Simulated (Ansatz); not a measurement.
`C1=C[Te]1`, 5 atoms. The species carries charge 0 and has multiplicity 1. Correlated methods include outer-core shells of Te, which these sets cover unevenly. Te takes the def2 core potential. All runs use 2 threads of an Arm Neoverse V1 on a shared host. Correlated methods freeze the cores. Open-shell runs search over several starts.

Give the basis size and wall time and peak host memory of each of these runs in Ansatz. RKS SPW92 (LDA)/def2-TZVPP energy; RKS ωB97M-V/def2-QZVPP energy; RKS ωB97M-V/def2-SVP energy; RKS PBE0-D4/def2-QZVPP energy; RKS PBE0-D4/def2-TZVP relaxation (6 steps); UKS PBE0-D4/def2-TZVPP energy of the cation; RKS PBE0-D4/def2-TZVPP energy; RKS PBE0-D4/def2-TZVP frequencies; RKS HSE06 (plane-wave form)-D4/def2-TZVPP energy; RHF-CCSD(T)/def2-TZVPP energy; UKS B2PLYP (frozen core)/def2-TZVPP energy of the cation; UKS ωB97X-V/def2-TZVPP energy of the cation. (Estimate.)

The calculation gave: Other jobs shared the machine, so times are rough.

```tsv
level	job	functions	wall time	peak host memory (GiB)
RKS SPW92 (LDA)/def2-TZVPP	energy	140	0.8 s	0.13
RKS PBE0-D4/def2-TZVPP	energy	140	1.7 s	0.24
RKS HSE06 (plane-wave form)-D4/def2-TZVPP	energy	140	2 s	0.25
UKS PBE0-D4/def2-TZVPP	energy of the cation	140	3.5 s	0.31
RKS PBE0-D4/def2-QZVPP	energy	256	4 s	0.56
RKS ωB97M-V/def2-SVP	energy	64	4.1 s	0.17
UKS B2PLYP (frozen core)/def2-TZVPP	energy of the cation	140	8.5 s	0.44
UKS ωB97X-V/def2-TZVPP	energy of the cation	140	10 s	0.43
RKS ωB97M-V/def2-QZVPP	energy	256	12 s	0.69
RKS PBE0-D4/def2-TZVP	relaxation (6 steps)	124	14 s	0.21
RHF-CCSD(T)/def2-TZVPP	energy	140	24 s	0.93
RKS PBE0-D4/def2-TZVP	frequencies	124	46 s	0.2
```
